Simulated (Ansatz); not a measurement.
Ansatz results at the PBE0-D4/def2-TZVP geometry: LUMO energy (PBE0/def2-TZVPP) -1.24 eV; size of the dipole moment (ωB97M-V/def2-TZVPP) 0.33 D; HOMO–LUMO gap (PBE0/def2-TZVPP) 6.96 eV.

Each molecule was computed in one conformer, which needn't be the lowest.

(1) Which molecule gave them?
A. `C[Si](O)([AlH2])S`
B. `ClC1O[SiH2]1`
C. `CCBBO`
D. `CB(Br)CF`

Results:

(1) D. The others give `C[Si](O)([AlH2])S`: -0.40, 1.62, 6.20; `CCBBO`: -1.43, 1.90, 5.98; `ClC1O[SiH2]1`: -1.03, 2.77, 6.49.
